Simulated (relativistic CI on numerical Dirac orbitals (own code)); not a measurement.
# Radial parameters of Zr VIII

Calculated at this level of theory: Dirac-Coulomb-Breit CI, separate exchange-only KLI orbitals for each configuration, model QED, unscaled Slater integrals (own radial code, finite nucleus).

Slater integrals F^k, G^k are unscaled and averaged over j, outside the closed core [Ar] 3d10; ζ comes from projecting the Hamiltonian with its Breit term on Σ l·s of the shell.

- 4s²4p³: F^2(4p,4p) = 85767, ζ(4p) = 11844 cm⁻¹; <r>(4p) = 1.225, <r^2>(4p) = 1.695 (bohr units).
- 4s4p⁴: F^2(4p,4p) = 85792, G^1(4s,4p) = 114220, ζ(4p) = 11801 cm⁻¹; <r>(4s) = 1.133, <r^2>(4s) = 1.444, <r>(4p) = 1.225, <r^2>(4p) = 1.694 (bohr units).
- 4p⁵: ζ(4p) = 11767 cm⁻¹; <r>(4p) = 1.226, <r^2>(4p) = 1.697 (bohr units).

In this model ζ of a weakly bound d, f or g electron outside closed shells comes out too small, for d by up to a factor of two or three and at times with the wrong sign; that of an outer p electron is too small as well.

Averages of the first 10 configurations, taken without configuration mixing, which lowers the lowest level and can move excited configurations by several eV; other configurations of the list can lie among them:

```json
{"Configuration": "4s²4p³", "Parity": "odd", "States": "20", "Average energy above the lowest level (eV)": "6.3"}
{"Configuration": "4s4p⁴", "Parity": "even", "States": "30", "Average energy above the lowest level (eV)": "33.1"}
{"Configuration": "4p⁵", "Parity": "odd", "States": "6", "Average energy above the lowest level (eV)": "63.9"}
{"Configuration": "4s²4p²4d", "Parity": "even", "States": "150", "Average energy above the lowest level (eV)": "44.9"}
{"Configuration": "4s4p³4d", "Parity": "odd", "States": "400", "Average energy above the lowest level (eV)": "70.2"}
{"Configuration": "4s²4p²4f", "Parity": "odd", "States": "210", "Average energy above the lowest level (eV)": "79.0"}
{"Configuration": "4s²4p²5s", "Parity": "even", "States": "30", "Average energy above the lowest level (eV)": "64.5"}
{"Configuration": "4s4p³4f", "Parity": "even", "States": "560", "Average energy above the lowest level (eV)": "104.6"}
{"Configuration": "4p⁴4d", "Parity": "even", "States": "150", "Average energy above the lowest level (eV)": "99.4"}
{"Configuration": "4s²4p²5p", "Parity": "odd", "States": "90", "Average energy above the lowest level (eV)": "73.6"}
```
